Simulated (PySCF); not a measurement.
PtH4, singlet: structure and spectrum

Method: PBE0 in PySCF with Pt def2-TZVP with ECP60, H def2-TZVP; scalar-relativistic core potentials, no spin–orbit coupling; density-fitted integrals.

The structure is a minimum.

| Item | Value |
| --- | --- |
| Point group | D2d |
| Bond lengths | H–H 0.917 Å (×2), Pt–H 1.661 Å (×4) |
| Bond angles | H–H–Pt 74.0° (×4), H–Pt–H 32.1° (×2), H–Pt–H 157.5° (×4) |
| Rotational constants | 19.87, 1.577, 1.577 cm⁻¹ |
| Heat capacity Cp at 298.15 K | 50.9 J/(mol K) |
| Rotational symmetry number | 4 |
| Atomisation energy without zero-point energy | 1160 kJ/mol |
| Highest occupied level | -6.76 eV |
| Enthalpy at 298.15 K above 0 K | 11.95 kJ/mol |
| Principal polarisabilities | 41.8, 41.8, 44.7 bohr³ |
| Zero-point energy | 77.9 kJ/mol |
| Lowest empty level | -0.83 eV |
| Dipole moment | 0.00 D |
| Entropy at 298.15 K and 1 bar | 240.7 J/(mol K) |
| Principal quadrupole moments (Buckingham, traceless) about the centre of mass | -3.45, -3.45, 6.91 D Å |

Harmonic modes (masses in u: Pt 194.965, H 1.008):
```tsv
symmetry	ω (cm⁻¹)	IR (km/mol, summed over degenerate members)
e	388	0.0
b2	855	514
b1	877	0.0
a1	1401	0.0
e	1985	0.2
a1	2525	0.0
b2	2623	29.6
```

In D2d the vibrations span 2e + 2b2 + b1 + 2a1. The a1, b1 modes carry no infrared intensity, as symmetry demands.

Charges (e):
| atom | Mulliken | Löwdin | polar tensor | Mayer order to Pt1 |
| --- | --- | --- | --- | --- |
| Pt1 | -0.24 | -0.22 | -0.39 | – |
| H2,3,4,5 | 0.06 | 0.06 | 0.10 | 0.50 |
Other Mayer orders above 0.3: H–H 0.52 (×2).

Mulliken populations on Pt1 (electrons outside its core potential): s 2.99, p 6.12, d 9.12, f 0.01.

Outer orbital energies (eV). occupied: -16.30, -13.27, -8.57, -8.57, -6.86, -6.85, -6.76; empty: -0.83, -0.83, 1.08, 2.96.

Stability towards spin polarisation was not tested. This need not be the most stable arrangement of these atoms. Spin–orbit coupling, left out here, can matter for elements this heavy.

The final relaxation and frequency run took 14 s on 2 threads of a shared Arm Neoverse V1 host, with 64 basis functions and 9 gradients; the process peaked at 0.91 GiB.
